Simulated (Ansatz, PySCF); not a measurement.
CH6O2Si2, SMILES O[Si@H]1OC[SiH2]1. Atoms are numbered in the order given.

```xyz
11

O      2.0375     0.9698     0.0509
Si     0.6309     0.3996    -0.6199
O      0.4304    -1.2727    -0.4864
C     -0.8070    -1.5085     0.2243
Si    -1.3591     0.3082     0.5808
H      2.1943     0.7630     0.9781
H      0.6937     0.8753    -2.0223
H     -1.5064    -2.0727    -0.4158
H     -0.6124    -2.1195     1.1223
H     -2.6565     0.7111    -0.0358
H     -1.3717     0.6769     2.0282
```

The structure is a stationary point at ωB97X-D3(BJ)/def2-SVP. The structure was generated by enumeration; whether it is a known compound was not checked. The values are those of a single conformer.

Two levels are set side by side: PBE-D3(BJ)/def2-SVP (Ansatz, a quantum-chemistry and plane-wave program) and ωB97X-D3(BJ)/def2-SVP (PySCF). Each level has its own optimised geometry; the coordinates shown are those of the second. Frequencies come from the Hessian of PySCF at each geometry. Differences are taken from unrounded values.

```json
[
 {"quantity": "mean bond length (Å)", "ωB97X-D3(BJ)": "1.517"},
 {"quantity": "bond O1–Si2 (Å)", "ωB97X-D3(BJ)": "1.659"},
 {"quantity": "bond Si2–O3 (Å)", "ωB97X-D3(BJ)": "1.690"},
 {"quantity": "bond Si2–Si5 (Å)", "ωB97X-D3(BJ)": "2.326"},
 {"quantity": "bond O3–C4 (Å)", "ωB97X-D3(BJ)": "1.446"},
 {"quantity": "bond C4–Si5 (Å)", "ωB97X-D3(BJ)": "1.932"},
 {"quantity": "bond O1–H6 (Å)", "ωB97X-D3(BJ)": "0.963"},
 {"quantity": "bond Si2–H7 (Å)", "ωB97X-D3(BJ)": "1.482"},
 {"quantity": "bond C4–H8 (Å)", "ωB97X-D3(BJ)": "1.103"},
 {"quantity": "bond C4–H9 (Å)", "ωB97X-D3(BJ)": "1.104"},
 {"quantity": "bond Si5–H10 (Å)", "ωB97X-D3(BJ)": "1.492"},
 {"quantity": "bond Si5–H11 (Å)", "ωB97X-D3(BJ)": "1.494"},
 {"quantity": "highest harmonic wavenumber (cm⁻¹)", "ωB97X-D3(BJ)": "3931"},
 {"quantity": "mean harmonic wavenumber (cm⁻¹)", "ωB97X-D3(BJ)": "1189"},
 {"quantity": "zero-point energy (kcal/mol)", "ωB97X-D3(BJ)": "45.88"}
]
```

Task: What does PBE-D3(BJ) give, and how far is it from ωB97X-D3(BJ)? (An estimate is asked for; the answer gives what the named calculation found.)

Result: 
```json
[
 {"quantity": "mean bond length (Å)", "PBE-D3(BJ)": "1.532", "PBE-D3(BJ) minus ωB97X-D3(BJ)": "0.014"},
 {"quantity": "bond O1–Si2 (Å)", "PBE-D3(BJ)": "1.675", "PBE-D3(BJ) minus ωB97X-D3(BJ)": "0.016"},
 {"quantity": "bond Si2–O3 (Å)", "PBE-D3(BJ)": "1.710", "PBE-D3(BJ) minus ωB97X-D3(BJ)": "0.021"},
 {"quantity": "bond Si2–Si5 (Å)", "PBE-D3(BJ)": "2.353", "PBE-D3(BJ) minus ωB97X-D3(BJ)": "0.027"},
 {"quantity": "bond O3–C4 (Å)", "PBE-D3(BJ)": "1.452", "PBE-D3(BJ) minus ωB97X-D3(BJ)": "0.006"},
 {"quantity": "bond C4–Si5 (Å)", "PBE-D3(BJ)": "1.946", "PBE-D3(BJ) minus ωB97X-D3(BJ)": "0.014"},
 {"quantity": "bond O1–H6 (Å)", "PBE-D3(BJ)": "0.974", "PBE-D3(BJ) minus ωB97X-D3(BJ)": "0.011"},
 {"quantity": "bond Si2–H7 (Å)", "PBE-D3(BJ)": "1.498", "PBE-D3(BJ) minus ωB97X-D3(BJ)": "0.016"},
 {"quantity": "bond C4–H8 (Å)", "PBE-D3(BJ)": "1.112", "PBE-D3(BJ) minus ωB97X-D3(BJ)": "0.009"},
 {"quantity": "bond C4–H9 (Å)", "PBE-D3(BJ)": "1.113", "PBE-D3(BJ) minus ωB97X-D3(BJ)": "0.009"},
 {"quantity": "bond Si5–H10 (Å)", "PBE-D3(BJ)": "1.507", "PBE-D3(BJ) minus ωB97X-D3(BJ)": "0.015"},
 {"quantity": "bond Si5–H11 (Å)", "PBE-D3(BJ)": "1.508", "PBE-D3(BJ) minus ωB97X-D3(BJ)": "0.014"},
 {"quantity": "highest harmonic wavenumber (cm⁻¹)", "PBE-D3(BJ)": "3755", "PBE-D3(BJ) minus ωB97X-D3(BJ)": "-176"},
 {"quantity": "mean harmonic wavenumber (cm⁻¹)", "PBE-D3(BJ)": "1131", "PBE-D3(BJ) minus ωB97X-D3(BJ)": "-57"},
 {"quantity": "zero-point energy (kcal/mol)", "PBE-D3(BJ)": "43.66", "PBE-D3(BJ) minus ωB97X-D3(BJ)": "-2.22"}
]
```

Exact exchange shortens and stiffens bonds; PBE has none. Differences between two approximate levels are no errors against the true value.
